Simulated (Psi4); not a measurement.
BeCl2, singlet, at a GFN2-xTB geometry (such geometries of metal compounds can be far from the true shape); PBE0/def2-TZVP (Psi4).

Psi4 was given this input:
```
memory 2 GB

molecule mol {
0 1
  Be    0.000000    0.000000    0.000000
  Cl    0.000000    0.000000    1.762966
  Cl   -0.000000   -0.000000   -1.762966
}

set basis def2-tzvp
set reference rks
set dft_nuclear_scheme stratmann

energy('pbe0')
print_variables()
```

### Question
Predict the main parts of the log of this Psi4 run.

### Answer

```
   => Loading Basis Set <=

    Name: DEF2-TZVP
    Role: ORBITAL
    Keyword: BASIS

         ---------------------------------------------------------
                                   SCF
               by Justin Turney, Rob Parrish, Andy Simmonett
                          and Daniel G. A. Smith
                              RKS Reference
         ---------------------------------------------------------

  ==> Geometry <==

    Molecular point group: d2h
    Full point group: D_inf_h

    Geometry (in Angstrom), charge = 0, multiplicity = 1:

       Center              X                  Y                   Z               Mass
    ------------   -----------------  -----------------  -----------------  -----------------
         BE           0.000000000000     0.000000000000     0.000000000000     9.012183065000
         CL           0.000000000000     0.000000000000     1.762966000000    34.968852682000
         CL           0.000000000000     0.000000000000    -1.762966000000    34.968852682000

  Running in d2h symmetry.

  Rotational constants: A = ************  B =      0.07755  C =      0.07755 [cm^-1]
  Rotational constants: A = ************  B =   2324.97318  C =   2324.97318 [MHz]
  Nuclear repulsion =   84.195729011753514

  Charge       = 0
  Multiplicity = 1
  Electrons    = 38
  Nalpha       = 19
  Nbeta        = 19

  ==> Algorithm <==

  SCF Algorithm Type is DF.
  DIIS enabled.
  MOM disabled.
  Fractional occupation disabled.
  Guess Type is SAD.
  Energy threshold   = 1.00e-06
  Density threshold  = 1.00e-06
  Integral threshold = 1.00e-12

  ==> Primary Basis <==

  Basis Set: DEF2-TZVP
    Blend: DEF2-TZVP
    Number of shells: 35
    Number of basis functions: 93
    Number of Cartesian functions: 104
    Spherical Harmonics?: true
    Max angular momentum: 3

  ==> DFT Potential <==

   => LibXC <=

    Version 7.1.2
    S. Lehtola, C. Steigemann, M. J. T. Oliveira, and M. A. L. Marques,  SoftwareX 7, 1–5 (2018) (10.1016/j.softx.2017.11.002)

   => Composite Functional: PBE0 <=

    PBE0 Hyb-GGA Exchange-Correlation Functional

    C. Adamo and V. Barone,  J. Chem. Phys. 110, 6158 (1999) (10.1063/1.478522)
    M. Ernzerhof and G. E. Scuseria,  J. Chem. Phys. 110, 5029 (1999) (10.1063/1.478401)

    Deriv               =              1
    GGA                 =           TRUE
    Meta                =          FALSE

    Exchange Hybrid     =           TRUE
    MP2 Hybrid          =          FALSE

   => Exchange Functionals <=

[...]
   @DF-RKS iter   5:  -934.98645934542128   -3.71446e-05   1.65046e-05 DIIS
   @DF-RKS iter   6:  -934.98645953781931   -1.92398e-07   1.43393e-06 DIIS
   @DF-RKS iter   7:  -934.98645953969105   -1.87174e-09   1.23790e-07 DIIS
  Energy and wave function converged.

  ==> Post-Iterations <==

   Electrons on quadrature grid:
      Ntotal   =   38.0000001277 ; deviation = 1.277e-07

    Orbital Energies [Eh]
    ---------------------

    Doubly Occupied:

[...]
       2B2g   -0.351828

    Virtual:

[...]
    Final Occupation by Irrep:
             Ag   B1g   B2g   B3g    Au   B1u   B2u   B3u
    DOCC [     6,    0,    2,    2,    0,    5,    2,    2 ]
    NA   [     6,    0,    2,    2,    0,    5,    2,    2 ]
    NB   [     6,    0,    2,    2,    0,    5,    2,    2 ]

  @DF-RKS Final Energy:  -934.98645953969105

   => Energetics <=

    Nuclear Repulsion Energy =             84.1957290117535138
    One-Electron Energy =               -1458.4202501628180926
    Two-Electron Energy =                 483.8989962909878386
    DFT Exchange-Correlation Energy =     -44.6609346796141793
    Empirical Dispersion Energy =           0.0000000000000000
    VV10 Nonlocal Energy =                  0.0000000000000000
    Total Energy =                       -934.9864595396910545

Computation Completed

Properties will be evaluated at   0.000000,   0.000000,   0.000000 [a0]

Properties computed using the SCF density matrix

 Multipole Moments:

 ------------------------------------------------------------------------------------
     Multipole            Electronic (a.u.)      Nuclear  (a.u.)        Total (a.u.)
 ------------------------------------------------------------------------------------

 L = 1.  Multiply by 2.5417464519 to convert [e a0] to [Debye]
 Dipole X            :          0.0000000            0.0000000            0.0000000
 Dipole Y            :          0.0000000            0.0000000            0.0000000
 Dipole Z            :          0.0000000            0.0000000            0.0000000
 Magnitude           :                                                    0.0000000

 ------------------------------------------------------------------------------------

  Variable Map:
  ----------------------------------------------------------------------------
[...]
  Array Variable Map:
  ----------------------------------------------------------------------------
[...]
[...]
```
